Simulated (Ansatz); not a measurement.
Relaxation of C2H3BF (7 atoms, charge 0, multiplicity 2), to a largest force component of 0.02 eV/Å in at most 50 steps.

Theory: Ansatz 0.2.0, UKS PBE0/def2-SVP.

```xyz
7
Properties=species:S:1:pos:R:3
B -0.969 0.782 -0.906
C -0.049 0.352 0.097
C 0.590 -0.827 0.385
F 1.431 -0.910 1.444
H -1.713 1.205 -1.665
H -0.488 -0.277 -1.028
H 0.504 -1.754 -0.152
```

Where does it end, and by what steps?

The run converged. After 16 steps the energy has fallen by 1.933 eV; H5 moved furthest, 1.16 Å. Parted: B1–H6 (1.17 → 2.18 Å).

```json
{"step": "0", "energy less start (eV)": "0.0000", "largest force component (eV/Å)": "3.343", "accepted": "yes"}
{"step": "1", "energy less start (eV)": "-0.7105", "largest force component (eV/Å)": "2.356", "accepted": "yes"}
{"step": "2", "energy less start (eV)": "-1.1253", "largest force component (eV/Å)": "1.227", "accepted": "yes"}
{"step": "3", "energy less start (eV)": "-1.2889", "largest force component (eV/Å)": "0.925", "accepted": "yes"}
{"step": "4", "energy less start (eV)": "-1.4119", "largest force component (eV/Å)": "0.778", "accepted": "yes"}
{"step": "5", "energy less start (eV)": "-1.5518", "largest force component (eV/Å)": "1.084", "accepted": "yes"}
{"step": "6", "energy less start (eV)": "-1.7075", "largest force component (eV/Å)": "0.846", "accepted": "yes"}
{"step": "7", "energy less start (eV)": "-1.8220", "largest force component (eV/Å)": "0.957", "accepted": "yes"}
{"step": "8", "energy less start (eV)": "-1.8606", "largest force component (eV/Å)": "1.151", "accepted": "yes"}
{"step": "9", "energy less start (eV)": "-1.8842", "largest force component (eV/Å)": "0.915", "accepted": "yes"}
{"step": "10", "energy less start (eV)": "-1.9102", "largest force component (eV/Å)": "0.514", "accepted": "yes"}
{"step": "11", "energy less start (eV)": "-1.9167", "largest force component (eV/Å)": "0.419", "accepted": "yes"}
{"step": "12", "energy less start (eV)": "-1.9287", "largest force component (eV/Å)": "0.134", "accepted": "yes"}
{"step": "13", "energy less start (eV)": "-1.9317", "largest force component (eV/Å)": "0.239", "accepted": "yes"}
{"step": "14", "energy less start (eV)": "-1.9329", "largest force component (eV/Å)": "0.034", "accepted": "yes"}
{"step": "15", "energy less start (eV)": "-1.9332", "largest force component (eV/Å)": "0.024", "accepted": "yes"}
{"step": "16", "energy less start (eV)": "-1.9332", "largest force component (eV/Å)": "0.005", "accepted": "yes"}
```

```xyz
7
Properties=species:S:1:pos:R:3
B -0.700 1.047 -0.865
C -0.239 -0.344 -0.696
C 0.519 -0.883 0.292
F 0.879 -0.153 1.350
H -1.590 1.828 -0.698
H -0.468 -1.020 -1.533
H 0.906 -1.904 0.325
```

Whether the end is a true minimum wasn't checked by a vibrational analysis.

The run took 26 s on 2 threads of Intel(R) Xeon(R) Platinum 8488C (Sapphire Rapids), on a shared host, peak memory 0.18 GiB.
